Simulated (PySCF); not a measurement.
## Two-component Hartree-Fock for Os⁴⁺ (osmium, charge +4)

Start: [Xe] 4f14 5d4; 5d3/2 filled at m_j = -3/2, -1/2, +1/2, +3/2. Calculated with PySCF 2.14 in x2c-TZVPall-2c: generalised Hartree-Fock with the X2C-1e Hamiltonian and a Gaussian nucleus; one run each with spin-orbit coupling (SO) switched off, then screened by Boettger's factors.

| spinor shell | electrons | ε, spin-free (eV) | ε, screened SO (eV) | weight of nominal j (screened SO) | rms radius, screened SO (bohr) |
| --- | --- | --- | --- | --- | --- |
| 1s1/2 | 2 | -74326.0 | -74300.8 | 1.000 | 0.0201 |
| 2s1/2 | 2 | -13129.2 | -13121.1 | 1.000 | 0.0809 |
| 2p1/2 | 2 | -11444.9 | -12542.1 | 1.000 | 0.0687 |
| 2p3/2 | 4 | -11444.9 | -11005.1 | 1.000 | 0.0764 |
| 3s1/2 | 2 | -3155.8 | -3152.9 | 1.000 | 0.207 |
| 3p1/2 | 2 | -2653.0 | -2894.6 | 1.000 | 0.198 |
| 3p3/2 | 4 | -2653.0 | -2554.0 | 1.000 | 0.214 |
| 3d3/2 | 4 | -2083.9 | -2126.4 | 1.000 | 0.188 |
| 3d5/2 | 6 | -2083.9 | -2052.9 | 1.000 | 0.193 |
| 4s1/2 | 2 | -736.65 | -735.54 | 1.000 | 0.459 |
| 4p1/2 | 2 | -568.86 | -626.07 | 1.000 | 0.466 |
| 4p3/2 | 4 | -568.86 | -544.91 | 1.000 | 0.499 |
| 4d3/2 | 4 | -356.05 | -364.95 | 0.999 | 0.519 |
| 4d5/2 | 6 | -356.05 | -349.01 | 0.999 | 0.531 |
| 5s1/2 | 2 | -153.32 | -152.97 | 1.000 | 1.07 |
| 5p1/2 | 2 | -106.67 | -118.41 | 0.872 | 1.14 |
| 4f5/2 | 6 | -117.46 | -118.61 | 0.960 | 0.629 |
| 4f7/2 | 8 | -117.46 | -115.49 | 0.989 | 0.608 |
| 5p3/2 | 4 | -106.67 | -101.33 | 0.972 | 1.25 |
| 5d3/2 | 4 | -56.239 | -56.232 | 0.718 | 1.62 |

```
   quantity     spin-free   screened SO
E (hartree)  -17237.73454  -17260.46892
        M_J             0             0
       ⟨J²⟩         4.005         2.301
       ⟨L²⟩         6.002         5.314
       ⟨S²⟩         6.003         5.308
```

The determinant has a definite M_J but mixes levels of different J.

Each row is a mean over spinors that exchange with the open shell spreads, by up to 4.992 eV (5p3/2).

Rows whose weight is well below 1 are mixtures of j = l ± 1/2: exchange outweighs spin-orbit coupling there, and the label is only the starting occupation.

Breit and QED terms are absent; they matter most for the inner s and p1/2 levels.

Densities and radii are taken from the X2C orbitals without a picture-change correction, which distorts them close to the nucleus.

Without spin-orbit coupling the j labels of p, d and f shells carry no meaning; the spin-free column gives the mean over the occupied spinors of each nl shell, and its ⟨J²⟩ belongs to a mixture of degenerate components.
